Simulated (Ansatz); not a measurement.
```yaml
crystal:
  periodic: [false, false, false]
  atoms:
    - {symbol: Al, position_ang: [-0.718504, 0.398420, 2.455990]}
    - {symbol: N, position_ang: [-0.135525, 0.107813, 0.531843]}
    - {symbol: C, position_ang: [0.883502, -0.706418, 0.251786]}
    - {symbol: C, position_ang: [1.277756, -0.970368, -1.045326]}
    - {symbol: C, position_ang: [0.591856, -0.365071, -2.085785]}
    - {symbol: C, position_ang: [-0.463457, 0.483081, -1.791716]}
    - {symbol: C, position_ang: [-0.795426, 0.695027, -0.467955]}
    - {symbol: H, position_ang: [-1.308255, 1.886404, 2.330076]}
    - {symbol: H, position_ang: [0.693322, 0.190511, 3.191778]}
    - {symbol: H, position_ang: [-1.794977, -0.776526, 2.642457]}
    - {symbol: H, position_ang: [1.386594, -1.141876, 1.107738]}
    - {symbol: H, position_ang: [2.110361, -1.636665, -1.229454]}
    - {symbol: H, position_ang: [0.878856, -0.549476, -3.114428]}
    - {symbol: H, position_ang: [-1.023917, 0.979595, -2.573024]}
    - {symbol: H, position_ang: [-1.604185, 1.354748, -0.174583]}
basis:
  gaussian: {orbitals: def2-TZVPD, point_charges: [{charge: -1.00, position_ang: [5.062, 0.512, -0.845]}]}
magnetization: {spin_polarized: true, initial_magnetization: 2}
hamiltonian: {xc: {name: B97M-V}}
```

```sh
$ ansatz run in.yaml --threads 8 --pin off --events-out ev --progress --plain --max-ram 18278MiB
```

Output, abridged:

```
Functional definition: B97M-V
1721 factors; their error is unknown
mean field evaluation 1: about -13383.3338 eV, gradient 5.3e1 eV
mean field evaluation 2: about -13182.2213 eV, gradient 1.6e2 eV
mean field evaluation 4: about -13386.1200 eV, gradient 3.4e1 eV
mean field evaluation 8: about -13399.9223 eV, gradient 4.0e0 eV
mean field evaluation 16: about -13400.0711 eV, gradient 1.7e-1 eV
mean field evaluation 32: about -13400.0186 eV, gradient 4.2e-4 eV
mean field -13400.01863501 eV, -492.4416019776 hartree, gradient 1.1e-5 eV, S^2 2.024329; 10 other end points of the search recorded, 0 dependent functions left out
reference -13400.01873001 eV, -492.4416054688 hartree; 30, 28 occupied and 307, 309 virtual orbitals, 1721 factors
Total energy: -13400.01873001 eV, -492.4416054688 hartree
```

Run time 3.9 min (8 threads of an Arm Neoverse V1 on a shared host); peak host memory 2.4 GiB.
